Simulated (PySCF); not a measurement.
Simulation results for GeH₃O₂, BGe₂H₇O, CH₈Ge₂O, GeH₂O and others

Calculation on a computer-drawn molecule: the log of a Hartree-Fock and frozen-core CCSD(T) single point meant for a local Hartree-Fock minimum, with one planted fault or none, to be diagnosed. Offsets are logged minus clean, where the clean run is the same molecule without the fault. The reference is restricted for singlets and unrestricted otherwise, and also for a bond in bohr or an excited solution. Adding or removing an electron swaps singlet and doublet. The excited solution moves the top pair (singlet) or top alpha electron (doublet) to the lowest empty orbital. Highest occupied and lowest empty are orbital energies over both spins, largest force is the largest gradient component, triples share is (T) over the correlation energy, the T1 limit is 0.02 restricted and 0.045 unrestricted, electrons count all cores, a negative frequency is imaginary (commonest isotopes), and the dipole is about the centre of nuclear charge; on germanium a core potential holds 10 electrons, which the energies leave out, and 3d is frozen in MP2 and coupled-cluster steps. Program: PySCF 2.14.0.

Common to all runs: meant multiplicity 1; logged SCF converged yes; possible faults no fault, one electron removed, one electron added, multiplicity raised by two, geometry at a saddle point, SCF held on an excited solution, minimal basis STO-3G, one bond length entered in bohr, all coordinates scaled.

```json
{"entry": 1, "formula": "GeH3O2", "logged_structure": {"atoms_angstrom": [["O", -2.0147, -0.4914, 0.0], ["Ge", -0.0003, -0.7286, 0.0], ["O", 2.0142, -0.4915, 0.0], ["H", -2.2928, 0.4101, 0.0], ["H", -0.0005, 0.8921, 0.0], ["H", 2.2941, 0.4094, 0.0]]}, "given": {"meant_charge": -1, "meant_basis": "aug-cc-pVDZ", "meant_basis_and_core_potential_on_germanium": "aug-cc-pVDZ-PP ECP10MDF", "logged_electrons": 52, "logged_basis_functions": 105, "logged_spin_squared": 0.0, "logged_highest_occupied [eV]": -3.3532, "logged_lowest_empty [eV]": 4.3914, "logged_largest_force [hartree/bohr]": 3.505e-05, "logged_lowest_frequency [cm^-1]": -247.61, "logged_T1_diagnostic": 0.023313, "logged_D1_diagnostic": 0.076151, "logged_triples_share": 0.035419, "logged_CC_converged": "yes", "logged_dipole_magnitude [debye]": 2.0044, "logged_SCF_stable_within_its_kind": "yes", "logged_energy_HF [hartree]": -444.85807, "logged_energy_CCSD(T) [hartree]": -445.44099, "drawn_bonds_atom": [1, 2, 1, 2, 3], "drawn_bonds_other_atom": [2, 3, 4, 5, 6], "drawn_bonds_order": [1, 1, 1, 1, 1]}, "results": {"planted_fault": "geometry at a saddle point", "HF_energy_offset_from_clean_run [kcal/mol]": 39.61, "CCSD(T)_energy_offset_from_clean_run [kcal/mol]": 28.26}, "notes": ["T1 above single-reference limit"]}
{"entry": 2, "formula": "GeH3O2", "logged_structure": {"atoms_angstrom": [["O", 1.2956, 0.0723, 0.1933], ["Ge", 1.7724, 0.709, -1.5193], ["O", 1.5571, 2.5628, -1.2326], ["H", 1.8795, 0.3847, 0.863], ["H", 3.3923, 0.715, -1.2117], ["H", 2.1426, 2.89, -0.5714]]}, "given": {"meant_charge": -1, "meant_basis": "aug-cc-pVDZ", "meant_basis_and_core_potential_on_germanium": "aug-cc-pVDZ-PP ECP10MDF", "logged_electrons": 52, "logged_basis_functions": 105, "logged_spin_squared": 2.0157, "logged_highest_occupied [eV]": 0.81912, "logged_lowest_empty [eV]": 2.5771, "logged_largest_force [hartree/bohr]": 0.076551, "logged_dipole_magnitude [debye]": 8.3832, "logged_SCF_stable_within_its_kind": "yes", "logged_energy_HF [hartree]": -444.82219, "drawn_bonds_atom": [1, 2, 1, 2, 3], "drawn_bonds_other_atom": [2, 3, 4, 5, 6], "drawn_bonds_order": [1, 1, 1, 1, 1]}, "results": {"planted_fault": "multiplicity raised by two", "HF_energy_offset_from_clean_run [kcal/mol]": 62.12}, "notes": ["coupled-cluster numbers left out as unreliable", "highest electron not bound in this basis"]}
{"entry": 3, "formula": "BGe2H7O", "logged_structure": {"atoms_angstrom": [["O", 0.3106, -1.8242, 1.0118], ["Ge", -0.5534, -0.2647, 0.828], ["B", -2.2267, -0.462, -0.3992], ["Ge", -2.6269, -2.2237, -1.4496], ["H", 0.7372, -2.144, 0.2304], ["H", -0.9153, 0.1126, 2.2645], ["H", 0.4195, 0.7763, 0.2453], ["H", -2.986, 0.4632, -0.4755], ["H", -3.6023, -2.0263, -2.6171], ["H", -1.3371, -2.8415, -2.0103], ["H", -3.2431, -3.2344, -0.4715]]}, "given": {"meant_charge": 0, "meant_basis": "cc-pVDZ", "meant_basis_and_core_potential_on_germanium": "cc-pVDZ-PP ECP10MDF", "logged_electrons": 84, "logged_basis_functions": 109, "logged_spin_squared": 0.0, "logged_highest_occupied [eV]": -10.317, "logged_lowest_empty [eV]": 0.80958, "logged_largest_force [hartree/bohr]": 4.5153e-06, "logged_lowest_frequency [cm^-1]": 49.966, "logged_T1_diagnostic": 0.013232, "logged_D1_diagnostic": 0.035013, "logged_triples_share": 0.023866, "logged_CC_converged": "yes", "logged_dipole_magnitude [debye]": 1.965, "logged_SCF_stable_within_its_kind": "yes", "logged_energy_HF [hartree]": -690.35333, "logged_energy_CCSD(T) [hartree]": -690.8909, "drawn_bonds_atom": [1, 2, 3, 1, 2, 2, 3, 4, 4, 4], "drawn_bonds_other_atom": [2, 3, 4, 5, 6, 7, 8, 9, 10, 11], "drawn_bonds_order": [1, 1, 1, 1, 1, 1, 1, 1, 1, 1]}, "results": {"planted_fault": "no fault", "HF_energy_offset_from_clean_run [kcal/mol]": 0.0, "CCSD(T)_energy_offset_from_clean_run [kcal/mol]": 0.0}}
{"entry": 4, "formula": "BGe2H7O", "logged_structure": {"atoms_angstrom": [["O", 0.3106, -1.8242, 1.0118], ["Ge", -0.5534, -0.2647, 0.828], ["B", -2.2267, -0.462, -0.3992], ["Ge", -2.6269, -2.2237, -1.4496], ["H", 0.7372, -2.144, 0.2304], ["H", -0.9153, 0.1126, 2.2645], ["H", 0.4195, 0.7763, 0.2453], ["H", -3.6616, 1.2864, -0.5433], ["H", -3.6023, -2.0263, -2.6171], ["H", -1.3371, -2.8415, -2.0103], ["H", -3.2431, -3.2344, -0.4715]]}, "given": {"meant_charge": 0, "meant_basis": "cc-pVDZ", "meant_basis_and_core_potential_on_germanium": "cc-pVDZ-PP ECP10MDF", "logged_electrons": 84, "logged_basis_functions": 109, "logged_spin_squared": 0.6679, "logged_highest_occupied [eV]": -9.5981, "logged_lowest_empty [eV]": 0.4343, "logged_largest_force [hartree/bohr]": 0.018005, "logged_T1_diagnostic": 0.05478, "logged_D1_diagnostic": 0.26063, "logged_triples_share": 0.030047, "logged_CC_converged": "yes", "logged_dipole_magnitude [debye]": 1.4343, "logged_SCF_stable_within_its_kind": "yes", "logged_energy_HF [hartree]": -690.23626, "logged_energy_CCSD(T) [hartree]": -690.77501, "drawn_bonds_atom": [1, 2, 3, 1, 2, 2, 3, 4, 4, 4], "drawn_bonds_other_atom": [2, 3, 4, 5, 6, 7, 8, 9, 10, 11], "drawn_bonds_order": [1, 1, 1, 1, 1, 1, 1, 1, 1, 1]}, "results": {"planted_fault": "one bond length entered in bohr, row 7 of the drawn bonds", "HF_energy_offset_from_clean_run [kcal/mol]": 73.46, "CCSD(T)_energy_offset_from_clean_run [kcal/mol]": 72.72}, "notes": ["T1 above single-reference limit"]}
{"entry": 5, "formula": "CH8Ge2O", "logged_structure": {"atoms_angstrom": [["O", -1.1078, -0.6999, 0.1638], ["Ge", -1.0216, -1.0128, -1.5902], ["C", 0.8376, -1.2981, -2.1319], ["Ge", 2.0445, 0.2439, -1.9469], ["H", -0.7679, 0.1359, 0.4476], ["H", -1.8611, -2.2725, -1.7844], ["H", -1.6288, 0.1765, -2.3484], ["H", 0.8466, -1.6137, -3.18], ["H", 1.236, -2.1266, -1.5398], ["H", 3.4898, -0.1665, -2.2493], ["H", 1.6286, 1.3545, -2.92], ["H", 1.9798, 0.8031, -0.5186]]}, "given": {"meant_charge": 0, "meant_basis": "cc-pVDZ", "meant_basis_and_core_potential_on_germanium": "cc-pVDZ-PP ECP10MDF", "logged_electrons": 86, "logged_basis_functions": 114, "logged_spin_squared": 0.0, "logged_highest_occupied [eV]": -11.185, "logged_lowest_empty [eV]": 3.8096, "logged_largest_force [hartree/bohr]": 3.2123e-05, "logged_lowest_frequency [cm^-1]": 37.79, "logged_T1_diagnostic": 0.011018, "logged_D1_diagnostic": 0.027881, "logged_triples_share": 0.024506, "logged_CC_converged": "yes", "logged_dipole_magnitude [debye]": 1.6779, "logged_SCF_stable_within_its_kind": "yes", "logged_energy_HF [hartree]": -704.15396, "logged_energy_CCSD(T) [hartree]": -704.76053, "drawn_bonds_atom": [1, 2, 3, 1, 2, 2, 3, 3, 4, 4, 4], "drawn_bonds_other_atom": [2, 3, 4, 5, 6, 7, 8, 9, 10, 11, 12], "drawn_bonds_order": [1, 1, 1, 1, 1, 1, 1, 1, 1, 1, 1]}, "results": {"planted_fault": "no fault", "HF_energy_offset_from_clean_run [kcal/mol]": 0.0, "CCSD(T)_energy_offset_from_clean_run [kcal/mol]": 0.0}}
{"entry": 6, "formula": "GeH2O", "logged_structure": {"atoms_angstrom": [["O", -0.7841, 1.9282, 0.8489], ["Ge", 0.4574, 2.9765, 0.8803], ["H", -0.7208, 1.2162, 1.3329], ["H", 1.2928, 2.2262, 1.8187]]}, "given": {"meant_charge": 0, "meant_basis": "cc-pVDZ", "meant_basis_and_core_potential_on_germanium": "cc-pVDZ-PP ECP10MDF", "logged_electrons": 42, "logged_basis_functions": 47, "logged_spin_squared": 0.0, "logged_highest_occupied [eV]": -8.983, "logged_lowest_empty [eV]": 1.3511, "logged_largest_force [hartree/bohr]": 0.10907, "logged_T1_diagnostic": 0.015829, "logged_D1_diagnostic": 0.045815, "logged_triples_share": 0.020983, "logged_CC_converged": "yes", "logged_dipole_magnitude [debye]": 1.7028, "logged_SCF_stable_within_its_kind": "yes", "logged_energy_HF [hartree]": -369.36931, "logged_energy_CCSD(T) [hartree]": -369.65785, "drawn_bonds_atom": [1, 1, 2], "drawn_bonds_other_atom": [2, 3, 4], "drawn_bonds_order": [1, 1, 1]}, "results": {"planted_fault": "all coordinates scaled, by -8.8 %", "HF_energy_offset_from_clean_run [kcal/mol]": 20.12, "CCSD(T)_energy_offset_from_clean_run [kcal/mol]": 27.11}}
{"entry": 7, "formula": "GeH2O", "logged_structure": {"atoms_angstrom": [["O", -0.8598, 2.1143, 0.9308], ["Ge", 0.5016, 3.2637, 0.9652], ["H", -0.7904, 1.3335, 1.4616], ["H", 1.4175, 2.441, 1.9942]]}, "given": {"meant_charge": 0, "meant_basis": "cc-pVDZ", "meant_basis_and_core_potential_on_germanium": "cc-pVDZ-PP ECP10MDF", "logged_electrons": 42, "logged_basis_functions": 47, "logged_spin_squared": 0.0, "logged_highest_occupied [eV]": -5.6866, "logged_lowest_empty [eV]": -3.4066, "logged_largest_force [hartree/bohr]": 0.054951, "logged_dipole_magnitude [debye]": 1.8382, "logged_SCF_stable_within_its_kind": "no", "logged_energy_HF [hartree]": -369.10045, "drawn_bonds_atom": [1, 1, 2], "drawn_bonds_other_atom": [2, 3, 4], "drawn_bonds_order": [1, 1, 1]}, "results": {"planted_fault": "SCF held on an excited solution", "HF_energy_offset_from_clean_run [kcal/mol]": 188.8}, "notes": ["coupled-cluster numbers left out as unreliable"]}
{"entry": 8, "formula": "ClGeH3O2", "logged_structure": {"atoms_angstrom": [["O", 2.2165, 1.2592, 1.0845], ["Ge", 1.6302, -0.4985, 0.8316], ["O", -0.1462, -0.4451, 0.2169], ["Cl", 2.8637, -1.5246, -0.8393], ["H", 1.9948, 1.9061, 0.3344], ["H", 1.832, -1.3045, 2.2156], ["H", -0.3734, -1.1027, -0.5215]]}, "given": {"meant_charge": 0, "meant_basis": "cc-pV(D+d)Z", "meant_basis_and_core_potential_on_germanium": "cc-pVDZ-PP ECP10MDF", "logged_electrons": 68, "logged_basis_functions": 89, "logged_spin_squared": 0.0, "logged_highest_occupied [eV]": -12.408, "logged_lowest_empty [eV]": 2.1671, "logged_largest_force [hartree/bohr]": 0.04897, "logged_T1_diagnostic": 0.014295, "logged_D1_diagnostic": 0.043188, "logged_triples_share": 0.024746, "logged_CC_converged": "yes", "logged_dipole_magnitude [debye]": 1.2234, "logged_SCF_stable_within_its_kind": "yes", "logged_energy_HF [hartree]": -904.41906, "logged_energy_CCSD(T) [hartree]": -905.0857, "drawn_bonds_atom": [1, 2, 2, 1, 2, 3], "drawn_bonds_other_atom": [2, 3, 4, 5, 6, 7], "drawn_bonds_order": [1, 1, 1, 1, 1, 1]}, "results": {"planted_fault": "all coordinates scaled, by +7.1 %", "HF_energy_offset_from_clean_run [kcal/mol]": 21.8, "CCSD(T)_energy_offset_from_clean_run [kcal/mol]": 11.36}}
{"entry": 9, "formula": "GeH4O2Si", "logged_structure": {"atoms_angstrom": [["O", -0.8799, -0.8156, 0.4165], ["Ge", 0.0477, -1.511, -0.9485], ["O", 1.7766, -1.2288, -0.6041], ["Si", -0.4752, -3.8867, -0.7361], ["H", -0.4009, -0.1868, 0.9388], ["H", -0.284, -0.7092, -2.2188], ["H", 2.133, -0.42, -0.942], ["H", -1.8281, -3.6862, -1.3864]]}, "given": {"meant_charge": 0, "meant_basis": "cc-pV(D+d)Z", "meant_basis_and_core_potential_on_germanium": "cc-pVDZ-PP ECP10MDF", "logged_electrons": 67, "logged_basis_functions": 94, "logged_spin_squared": 0.7679, "logged_highest_occupied [eV]": -1.679, "logged_lowest_empty [eV]": 7.2491, "logged_largest_force [hartree/bohr]": 0.049947, "logged_T1_diagnostic": 0.014983, "logged_D1_diagnostic": 0.043101, "logged_triples_share": 0.024019, "logged_CC_converged": "yes", "logged_dipole_magnitude [debye]": 8.0222, "logged_SCF_stable_within_its_kind": "yes", "logged_energy_HF [hartree]": -734.38452, "logged_energy_CCSD(T) [hartree]": -734.99651, "drawn_bonds_atom": [1, 2, 2, 1, 2, 3, 4], "drawn_bonds_other_atom": [2, 3, 4, 5, 6, 7, 8], "drawn_bonds_order": [1, 1, 1, 1, 1, 1, 1]}, "results": {"planted_fault": "one electron added", "HF_energy_offset_from_clean_run [kcal/mol]": -19.32, "CCSD(T)_energy_offset_from_clean_run [kcal/mol]": -24.4}}
{"entry": 10, "formula": "GeH4O2Si", "logged_structure": {"atoms_angstrom": [["O", -0.8799, -0.8156, 0.4165], ["Ge", 0.0477, -1.511, -0.9485], ["O", 1.7766, -1.2288, -0.6041], ["Si", -0.4752, -3.8867, -0.7361], ["H", -0.4009, -0.1868, 0.9388], ["H", -0.284, -0.7092, -2.2188], ["H", 2.133, -0.42, -0.942], ["H", -1.8281, -3.6862, -1.3864]]}, "given": {"meant_charge": 0, "meant_basis": "cc-pV(D+d)Z", "meant_basis_and_core_potential_on_germanium": "cc-pVDZ-PP ECP10MDF", "logged_electrons": 66, "logged_basis_functions": 94, "logged_spin_squared": 0.0, "logged_highest_occupied [eV]": -6.3617, "logged_lowest_empty [eV]": -2.4516, "logged_largest_force [hartree/bohr]": 0.052339, "logged_dipole_magnitude [debye]": 2.1267, "logged_SCF_stable_within_its_kind": "no", "logged_energy_HF [hartree]": -734.17043, "drawn_bonds_atom": [1, 2, 2, 1, 2, 3, 4], "drawn_bonds_other_atom": [2, 3, 4, 5, 6, 7, 8], "drawn_bonds_order": [1, 1, 1, 1, 1, 1, 1]}, "results": {"planted_fault": "SCF held on an excited solution", "HF_energy_offset_from_clean_run [kcal/mol]": 115.0}, "notes": ["coupled-cluster numbers left out as unreliable"]}
```
